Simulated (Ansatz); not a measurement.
C4H10AlNS: where a starting geometry ends

The starting geometry of this gas-phase singlet was optimised with GFN2-xTB.

```json
{"atom": "C", "x (Å)": "-0.6064", "y (Å)": "0.6208", "z (Å)": "-4.8126"}
{"atom": "C", "x (Å)": "-0.4167", "y (Å)": "0.6048", "z (Å)": "-3.4044"}
{"atom": "C", "x (Å)": "0.9384", "y (Å)": "0.1483", "z (Å)": "0.7563"}
{"atom": "C", "x (Å)": "1.3891", "y (Å)": "-3.3095", "z (Å)": "-0.5470"}
{"atom": "Al", "x (Å)": "-0.1931", "y (Å)": "-0.6360", "z (Å)": "-0.6839"}
{"atom": "N", "x (Å)": "-0.2442", "y (Å)": "0.5900", "z (Å)": "-2.2686"}
{"atom": "S", "x (Å)": "0.6637", "y (Å)": "-2.3209", "z (Å)": "-1.9032"}
{"atom": "H", "x (Å)": "-1.6281", "y (Å)": "0.9193", "z (Å)": "-5.0463"}
{"atom": "H", "x (Å)": "-0.4247", "y (Å)": "-0.3854", "z (Å)": "-5.1921"}
{"atom": "H", "x (Å)": "0.0941", "y (Å)": "1.3164", "z (Å)": "-5.2744"}
{"atom": "H", "x (Å)": "-1.7307", "y (Å)": "-0.7662", "z (Å)": "-0.5527"}
{"atom": "H", "x (Å)": "0.8678", "y (Å)": "-0.4078", "z (Å)": "1.6990"}
{"atom": "H", "x (Å)": "2.0083", "y (Å)": "0.2347", "z (Å)": "0.5309"}
{"atom": "H", "x (Å)": "0.5918", "y (Å)": "1.1604", "z (Å)": "0.9884"}
{"atom": "H", "x (Å)": "0.7255", "y (Å)": "-4.1403", "z (Å)": "-0.3255"}
{"atom": "H", "x (Å)": "1.5262", "y (Å)": "-2.6925", "z (Å)": "0.3389"}
{"atom": "H", "x (Å)": "2.3478", "y (Å)": "-3.6856", "z (Å)": "-0.8915"}
```

Question: Predict what it relaxes into with B3LYP/def2-SVP.

Answer: It keeps its bonds.

The energy falls by 0.33 eV over 33 steps:

```json
{"step": "1", "E − E(last) (eV)": "0.333"}
{"step": "5", "E − E(last) (eV)": "0.112"}
{"step": "8", "E − E(last) (eV)": "0.078"}
{"step": "12", "E − E(last) (eV)": "0.058"}
{"step": "15", "E − E(last) (eV)": "0.043"}
{"step": "19", "E − E(last) (eV)": "0.021"}
{"step": "22", "E − E(last) (eV)": "0.011"}
{"step": "26", "E − E(last) (eV)": "0.002"}
{"step": "29", "E − E(last) (eV)": "0.001"}
{"step": "33", "E − E(last) (eV)": "0.000"}
```

Final geometry (Å):

```xyz
17

C    -0.2523    0.8138   -4.7061
C    -0.3564    0.3213   -3.3428
C     0.6247    0.0974    0.6597
C     1.5954   -3.1970   -0.7532
Al   -0.6827   -0.9424   -0.3973
N    -0.4451   -0.0827   -2.2657
S    -0.2433   -3.0989   -0.8332
H    -1.2110    1.2564   -5.0164
H    -0.0046   -0.0180   -5.3831
H     0.5357    1.5792   -4.7713
H    -2.2497   -0.6959   -0.2383
H     0.6148   -0.2297    1.7147
H     1.6636   -0.0100    0.3015
H     0.3875    1.1764    0.6600
H     1.9827   -2.8243    0.2062
H     2.0757   -2.6391   -1.5720
H     1.8735   -4.2562   -0.8512
```

No frequencies were run, so the end isn't proven a minimum. Run with Ansatz 0.2.0, 89 s on 4 threads of Arm Neoverse V2 (shared host).
